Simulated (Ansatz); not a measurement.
Sn₁₉H₂₉. Charge 0, multiplicity 2. Geometry PBE-D4/def2-SVP.

```
atom   x (Å)   y (Å)   z (Å)
 Sn1  -2.958   0.093   3.720
 Sn2   0.065   3.408   4.669
 Sn3  -2.677   3.794   1.017
 Sn4  -1.365  -0.289  -0.537
 Sn5   1.823   2.996   0.382
 Sn6  -2.831  -2.879  -4.233
 Sn7   0.791   0.031  -3.994
 Sn8   1.543  -0.712   3.091
 Sn9   3.991  -0.985  -0.935
Sn10   0.496  -3.878  -1.138
Sn11  -2.510   2.871   3.670
Sn12  -1.046  -1.252   2.113
Sn13  -2.254  -4.030  -1.734
Sn14   1.954   2.081   3.050
Sn15  -0.764   2.482  -0.616
Sn16   2.056  -2.103  -2.666
Sn17   3.952   1.834  -1.058
Sn18  -1.967  -0.220  -4.519
Sn19   3.667  -1.941   1.700
 H20  -2.857  -0.500   5.354
 H21  -4.555  -0.272   3.141
 H22   0.198   2.862   6.314
 H23   0.368   5.119   4.665
 H24  -4.268   3.510   0.378
 H25  -2.402   5.512   0.962
 H26  -3.096  -0.387  -0.849
 H27   2.051   4.726   0.390
 H28  -4.527  -3.002  -4.577
 H29  -2.001  -3.820  -5.434
 H30   1.078   1.450  -3.032
 H31   1.632   0.286  -5.498
 H32   1.600  -1.246   4.752
 H33   5.574  -1.493  -1.466
 H34   0.710  -3.417   0.524
 H35   1.198  -5.464  -1.296
 H36  -3.719   3.670   4.639
 H37  -1.396  -2.956   2.193
 H38  -3.172  -3.266  -0.477
 H39  -2.721  -5.706  -1.757
 H40   3.561   2.399   3.652
 H41  -0.938   3.103  -2.234
 H42   3.935   2.342  -2.720
 H43   5.430   2.433  -0.362
 H44  -2.862   0.836  -3.474
 H45  -2.267   0.305  -6.150
 H46   3.482  -3.668   1.671
 H47   5.126  -1.604   2.588
 H48   2.873  -3.052  -3.880
```

In the def2 sets Sn takes a core potential; there is no spin–orbit coupling. Single mean-field runs in def2-SVP, def2-mTZVP are fitted with def2-universal-jkfit.

(1) Estimate the α-spin orbital energies around the gap (eV) in Ansatz with PBE-D4/def2-SVP, r2SCAN-D4/def2-SVP, r2SCAN-D4/def2-mTZVP, PBE0-D4/def2-SVP.

Results:

(1) 
| orbital | PBE-D4/def2-SVP | r2SCAN-D4/def2-SVP | r2SCAN-D4/def2-mTZVP | PBE0-D4/def2-SVP |
| --- | --- | --- | --- | --- |
| HOMO−9 | -6.38 | -6.65 | -6.72 | -7.31 |
| HOMO−8 | -6.34 | -6.61 | -6.69 | -7.29 |
| HOMO−7 | -6.23 | -6.49 | -6.56 | -7.15 |
| HOMO−6 | -6.18 | -6.44 | -6.50 | -7.07 |
| HOMO−5 | -6.13 | -6.38 | -6.45 | -7.01 |
| HOMO−4 | -6.11 | -6.37 | -6.43 | -6.99 |
| HOMO−3 | -6.05 | -6.30 | -6.37 | -6.93 |
| HOMO−2 | -6.01 | -6.25 | -6.32 | -6.87 |
| HOMO−1 | -5.90 | -6.13 | -6.20 | -6.74 |
| HOMO | -5.09 | -5.42 | -5.48 | -5.98 |
| LUMO | -2.61 | -2.47 | -2.56 | -1.88 |
| LUMO+1 | -2.54 | -2.42 | -2.50 | -1.88 |
| LUMO+2 | -2.53 | -2.41 | -2.50 | -1.86 |
| LUMO+3 | -2.33 | -2.22 | -2.31 | -1.69 |
| LUMO+4 | -2.24 | -2.11 | -2.20 | -1.59 |
| LUMO+5 | -2.22 | -2.08 | -2.20 | -1.52 |
| β HOMO | -5.89 | -6.12 | -6.19 | -6.73 |
| β LUMO | -4.49 | -4.41 | -4.47 | -3.94 |
